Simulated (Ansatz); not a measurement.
`O[Si](F)(F)F` → F₂ + `O[Si]F` at 700 K and 1 bar (silylene formation by 1,1-elimination).

Gas-phase electronic energies from Ansatz, PBE0-D4/def2-TZVP geometries. CCSD(T)/CBS is the MP2 limit (def2-TZVPP, def2-QZVPP) plus CCSD(T) − MP2 in def2-TZVPP, frozen cores. This one scheme is used for every species. Each species was taken in one conformer, which may not be the lowest.

```csv
species,CCSD(T)/CBS energy (Eh),H − E (kJ/mol),S (J/(mol·K))
`O[Si](F)(F)F`,-664.50577,120.5,401.6
F₂,-199.39789,28.5,229.6
`O[Si]F`,-464.72778,80.2,319.6
```

H − E and S are ideal-gas, rigid-rotor, harmonic terms from PBE0-D4/def2-TZVP, for one conformer and one mirror image of each species. 1 Eh = 2625.50 kJ/mol, R = 8.31446 J/(mol·K).

Task: By hand: ΔE, ΔH, ΔS and ΔG.

Result: ΔE = (-199.39789) + (-464.72778) − (-664.50577) = 0.38010 Eh = 998.0 kJ/mol. Δ(H − E) = 28.5 + 80.2 − 120.5 = -11.8, so ΔH = 986.2 kJ/mol. ΔS = 229.6 + 319.6 − 401.6 = 147.6 J/(mol·K). ΔG = 986.2 − 700 × (147.6)/1000 = 882.9 kJ/mol.

Task: By hand: the equilibrium constant, and the temperature at which ΔG would vanish if ΔH and ΔS stayed fixed.

Result: log₁₀ K = −ΔG/(RT ln 10) = -65.9. ΔG = 0 at ΔH/ΔS = 6682 K, far beyond where these terms or the molecules hold.

The number of gas molecules changes by +1, which sets the sign of ΔS. A doubt of 5 kJ/mol in ΔE shifts log₁₀ K by 0.4 here. Other conformers and mirror images would add mixing entropy, several J/(mol·K) or more a flexible species. These are equilibria of isolated gas molecules and say nothing of rates. Largest T1 diagnostic: 0.015 (customary marks: 0.02 for closed shells, 0.045 for open ones).
